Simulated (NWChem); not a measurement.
Molecule: C$_{2}$H$_{4}$N$_{2}$Si; SMILES [SiH3]/C=N\C#N

Program: NWChem. Coordinates come from a PBE0/def2-SVP optimisation. Level: PBE0/def2-SVP with SMD (1 M gas to 1 M solution), gas-phase geometry. Reactions with the solvent are ignored.

### Question
Estimate the computed values for solvent toluene. Quantities: solvation free energy (kcal/mol); cavity-dispersion-structure term (kcal/mol); dipole in solution (D).

### Answer
The solvation free energy (kcal/mol) comes out as -4.7, the cavity-dispersion-structure term (kcal/mol) is -1.1 and the dipole in solution (D) is 5.10.
